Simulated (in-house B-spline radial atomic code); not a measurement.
A run on Lu⁻ that did not converge. Method: scalar-relativistic (X2C) PBE0, spin-polarised, spherical fractional occupations, exact exchange averaged over the configuration, Fermi nucleus of rms radius 5.37 fm; computed with an all-electron radial atomic-structure program (B-spline basis).

Command:
```bash
python run_scf.py task.json out
```
Settings (nuclear radius in fm, mass in u):
```
Z                71
configuration    [Xe] 4f14 5d2 6s2
hamiltonian      x2c
method           pbe0
spin_polarised   True
nucleus          fermi
rms_radius       5.37
atomic_mass      174.94078
speed_of_light   137.035999084
exact_exchange   averaged over the configuration
```

First and last ten iterations of the last attempt (damped for 15 steps, keeping 80 % of the old Fock matrix, then DIIS):
```
 iter        energy (Eh)    residual
    1      -14561.519798    4.84e-01
    2      -14410.608779    1.19e+00
    3      -14555.786241    4.61e-01
    4      -14560.822272    2.09e-01
    5      -14562.486388    9.31e-02
    6      -14562.972641    5.22e-02
    7      -14563.131364    3.44e-02
    8      -14563.202473    2.46e-02
    9      -14563.241624    1.64e-02
   10      -14563.264425    1.03e-02
  111      -14563.092902    2.58e-02
  112      -14563.093432    2.58e-02
  113      -14563.093189    2.59e-02
  114      -14563.096326    2.54e-02
  115      -14563.102885    2.50e-02
  116      -14562.553129    8.24e-02
  117      -14562.557106    8.16e-02
  118      -14562.556561    8.15e-02
  119      -14562.556765    8.16e-02
  120      -14563.135276    8.44e-02
 not converged after 120 iterations
```

The smallest residual met was 2.1e-03; the threshold is about 7e-07. No energy from this run should be used. Cost of the run: 7.8 s on 1 thread of AMD EPYC 7R43 64-Core Processor, with other jobs on the host.
